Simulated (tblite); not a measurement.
BaF, charge +1, singlet, at a GFN2-xTB geometry (such geometries of metal compounds can be far from the true shape); GFN1-xTB run with tblite.

Here is a job for tblite.
```
$ tblite run mol.xyz --method gfn1 --charge 1 --spin 0 --guess eeq --json tblite.json --no-restart

# file mol.xyz
2

Ba    -0.00000000    -0.00000000    -0.32543584
F      0.00000000     0.00000000     2.02493413
```

The log (banner, timings and long lists left out):

```
xTB calculator
 | screened Coulomb repulsion
 | Coulomb electrostatics
 |  * isotropic Klopman-Ohno-Mataga-Nishimoto electrostatics
 |  * onsite third-order electrostatics
 | DFT-D3(BJ) dispersion correction

halogen bonding energy    0.0000000000000E+00 Eh
repulsion energy          7.0511812732270E-04 Eh
dispersion energy        -2.0130801803813E-04 Eh
number of electrons       8.0000000000000E+00 e
integral cutoff           4.0000000000000E+01 bohr

------------------------------------------------------------
  cycle        total energy    energy error   density error
------------------------------------------------------------
      1     -4.686308245521  -4.6868121E+00   5.6279576E-01
      2     -5.008520530489  -3.2221228E-01   6.3284744E-01
      3     -5.088890546788  -8.0370016E-02   4.8114864E-01
      4     -4.838515632436   2.5037491E-01   2.8063508E+00
      5      8.935089681078   1.3773605E+01   3.1271637E+00
      6      5.397486585418  -3.5376031E+00   2.7128925E+00
      7     -4.895464203759  -1.0292951E+01   1.3519478E+00
      8      1.824013549006   6.7194778E+00   2.1680664E+00
      9     -4.994194541424  -6.8182081E+00   8.0840635E-01
     10      2.269636340465   7.2638309E+00   2.2369961E+00
     11     -5.066852363932  -7.3364887E+00   6.3641025E-01
     12    -0.9146100749827   4.1522423E+00   1.6765603E+00
     13     -4.959429902610  -4.0448198E+00   8.3813588E-01
     14     -5.227394834165  -2.6796493E-01   2.6909746E-01
     15     -4.374546547549   8.5284829E-01   7.8164485E-01
     16     -4.955659315578  -5.8111277E-01   7.7386741E-01
     17     -5.122425218869  -1.6676590E-01   3.7927645E-01
     18     -4.671823330916   4.5060189E-01   6.6726237E-01
     19     -4.987752931453  -3.1592960E-01   6.3635404E-01
     20     -5.164417572928  -1.7666464E-01   2.8867526E-01
     21     -5.177533887643  -1.3116315E-02   2.5110342E-01
     22     -5.082930991300   9.4602896E-02   4.1473202E-01
     23     -5.250300405250  -1.6736941E-01   6.6027290E-02
     24     -5.170600546383   7.9699859E-02   2.6264511E-01
     25     -5.221466049114  -5.0865503E-02   1.8062171E-01
     26     -5.135995411034   8.5470638E-02   3.1924981E-01
     27     -5.249070355530  -1.1307494E-01   8.4943312E-02
     28     -5.186959619424   6.2110736E-02   2.2937363E-01
     29     -5.241874913659  -5.4915294E-02   1.2236405E-01
     30     -5.177447948413   6.4426965E-02   2.4626190E-01
     31     -5.246916278927  -6.9468331E-02   9.9628947E-02
     32     -5.194273409141   5.2642870E-02   2.1416270E-01
     33     -5.246802987651  -5.2529579E-02   1.0016065E-01
     34     -5.199476597758   4.7326390E-02   2.0349086E-01
     35     -5.247685914190  -4.8209316E-02   9.4841776E-02
     36     -5.206591128276   4.1094786E-02   1.8843040E-01
     37     -5.248173729670  -4.1582601E-02   9.1309886E-02
     38     -5.212263273938   3.5910456E-02   1.7577682E-01
     39     -5.248623570772  -3.6360297E-02   8.7756214E-02
     40     -5.217412632365   3.1210938E-02   1.6366384E-01
     41     -5.249068938487  -3.1656306E-02   8.4051514E-02
     42     -5.222145867530   2.6923071E-02   1.5186085E-01
     43     -5.249548440501  -2.7402573E-02   7.9960456E-02
     44     -5.226577313574   2.2971127E-02   1.4007321E-01
     45     -5.250079772584  -2.3502459E-02   7.5308037E-02
     46     -5.230766384337   1.9313388E-02   1.2809291E-01
     47     -5.250659970378  -1.9893586E-02   6.9990426E-02
     48     -5.234725247341   1.5934723E-02   1.1580094E-01
     49     -5.251265023393  -1.6539776E-02   6.4000462E-02
     50     -5.238423629743   1.2841394E-02   1.0318628E-01
     51     -5.251852296896  -1.3428667E-02   5.7460984E-02
     52     -5.241796513555   1.0055783E-02   9.0374111E-02
     53     -5.252368503238  -1.0571990E-02   5.0655923E-02
     54     -5.244759074589   7.6094286E-03   7.7652795E-02
     55     -5.252764250551  -8.0051760E-03   4.4035533E-02
     56     -5.247231005820   5.5332447E-03   6.5478435E-02
     57     -5.253011914210  -5.7809084E-03   3.8154302E-02
     58     -5.249166125095   3.8457891E-03   5.4426708E-02
     59     -5.253118309770  -3.9521847E-03   3.3500498E-02
     60     -5.250575057939   2.5432518E-03   4.5067086E-02
     61     -5.253122820757  -2.5477628E-03   3.0255055E-02
     62     -5.251526992794   1.5958280E-03   3.7771072E-02
     63     -5.253079781200  -1.5527884E-03   2.8174761E-02
     64     -5.252127643493   9.5213771E-04   3.2538049E-02
     65     -5.253035999230  -9.0835574E-04   2.6761785E-02
     66     -5.252487030073   5.4896916E-04   2.8973135E-02
     67     -5.253017686652  -5.3065658E-04   2.5540317E-02
     68     -5.252695713284   3.2197337E-04   2.6442117E-02
     69     -5.253031498167  -3.3578488E-04   2.4136331E-02
     70     -5.252818348847   2.1314932E-04   2.4183510E-02
     71     -5.253071466098  -2.5311725E-04   2.2061681E-02
     72     -5.252902741537   1.6872456E-04   2.1083234E-02
     73     -5.253116185605  -2.1344407E-04   1.8297285E-02
     74     -5.252991026573   1.2515903E-04   1.5491566E-02
     75     -5.253129797196  -1.3877062E-04   1.1960055E-02
     76     -5.253079613766   5.0183429E-05   8.0036275E-03
     77     -5.253125822988  -4.6209222E-05   5.5939519E-03
     78     -5.253120231947   5.5910416E-06   2.9576211E-03
     79     -5.253126658386  -6.4264395E-06   2.3716618E-03
     80     -5.253128604160  -1.9457733E-06   9.9728052E-04
     81     -5.253129085606  -4.8144603E-07   9.5375937E-04
     82     -5.253130004090  -9.1848437E-07   5.5588105E-05
     83     -5.253129949006   5.5083704E-08   2.2374076E-04
     84     -5.253129997251  -4.8244835E-08   8.8337696E-05
     85     -5.253130007071  -9.8202690E-09   2.8932469E-06
------------------------------------------------------------

electronic energy        -5.2536338171806E+00 Eh
total energy             -5.2531300070713E+00 Eh

Post processing:
 | Mayer-Wiberg bond orders

[Info] JSON dump of results written to 'tblite.json'
```
